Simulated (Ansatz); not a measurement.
Consider the atomization: `C[CH](C)[Sn][NH2]` → 3 C• + 9 H• + N• + Sn•.

Isolated molecules relaxed with PBE0-D4/def2-TZVP in Ansatz; ΔE leaves out vibrations. CBS: MP2 limit from def2 TZ/QZ plus the TZ coupled-cluster correction, frozen cores. This one scheme is used for every species, atoms too. For atomizations the MP2-based limit and the directly extrapolated one differ by several kJ/mol either way, and by 10 to 25 for some Ge, Se and Sn compounds, so smaller differences from it don't rank the levels. Functionals use def2-TZVPP. B3LYP here is the variant with VWN-RPA as its local correlation; programs differ in this. Open shells (•) are unrestricted, without spin–orbit coupling. Spin–orbit coupling would lower the free atoms: a little for C; strongly for Sn. def2 core potentials past Kr. For Sn outer-core shells are correlated without core-valence functions, so the limit isn't a true one: a few kJ/mol of doubt a bond, and 10 to 20 or more in all where bonds break to atoms. Each species was taken in one conformer, which may not be the lowest.

```tsv
level	ΔE (eV)
PBE0	52.48
B3LYP	52.27
r2SCANh	52.21
MP2/CBS(def2)	53.17
```

What does CCSD(T)/CBS give? (Best estimate.)

The calculation gave: +52.79 eV. The listed levels differ from it by -0.31, -0.52, -0.58, 0.38 eV.

Largest T1 diagnostic among the species: 0.015.

In def2-TZVPP, CCSD(T) changes the Hartree–Fock value by +13.53 eV (the triples alone add +0.77 eV) and MP2 by +13.92 eV; breaking electron pairs costs correlation energy, which Hartree–Fock lacks. The D4 term adds +0.55 eV with B3LYP and +0.29 eV with PBE0; it sums over pairs of atoms, weighted by their polarisabilities, and B3LYP, whose exchange is more repulsive, gets the larger term. From BLYP to BHLYP (50 % exact exchange), in def2-TZVPP and without D4, ΔE moves by −1.08 eV: exact exchange takes away binding that semilocal exchange gives to molecules.
